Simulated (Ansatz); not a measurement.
Reaction (atomization): `O/C=C(\F)[TeH]` → 2 C• + F• + 3 H• + O• + Te•

Gas-phase electronic energies from Ansatz, PBE0-D4/def2-TZVP geometries. CBS: MP2 limit from def2 TZ/QZ plus the TZ coupled-cluster correction, frozen cores. This one scheme is used for every species, atoms too. For atomizations the MP2-based limit and the directly extrapolated one differ by several kJ/mol either way, and by 10 to 25 for some Ge, Se and Sn compounds, so smaller differences from it don't rank the levels. DFT in def2-TZVPP. No spin–orbit coupling; open shells (•) take unrestricted orbitals. Spin–orbit coupling would lower the free atoms: a little for C, F, O; strongly for Te. def2 core potentials past Kr. For Te outer-core shells are correlated without core-valence functions, so the limit isn't a true one: a few kJ/mol of doubt a bond, and 10 to 20 or more in all where bonds break to atoms. Each species was taken in one conformer, which may not be the lowest.

| level | ΔE (eV) | difference from CCSD(T)/CBS |
| --- | --- | --- |
| PBE0-D4 | 30.38 | 0.08 |
| r2SCAN0-D4 | 29.38 | -0.92 |
| CAM-B3LYP-D4 | 30.24 | -0.06 |
| B2PLYP | 29.78 | -0.52 |
| BLYP | 30.13 | -0.17 |
| BHLYP | 28.26 | -2.04 |
| LC-ωPBE | 30.04 | -0.26 |
| HF/def2-SVP | 19.80 | -10.50 |
| HF/def2-TZVPP | 19.67 | -10.63 |
| MP2/def2-TZVPP | 30.17 | -0.13 |
| CCSD(T)/CBS | 30.30 | 0 |

Largest T1 diagnostic among the species: 0.013.

In def2-TZVPP, CCSD(T) changes the Hartree–Fock value by +9.56 eV (the triples alone add +0.75 eV) and MP2 by +10.50 eV; breaking electron pairs costs correlation energy, which Hartree–Fock lacks. From PBE to PBE0 (25 % exact exchange), in def2-TZVPP and without D4, ΔE moves by −1.19 eV: exact exchange takes away binding that semilocal exchange gives to molecules. The D4 term adds +0.29 eV with B3LYP and +0.15 eV with PBE0; it sums over pairs of atoms, weighted by their polarisabilities, and B3LYP, whose exchange is more repulsive, gets the larger term.

B3LYP here is the variant with VWN-RPA as its local correlation; programs differ in this.
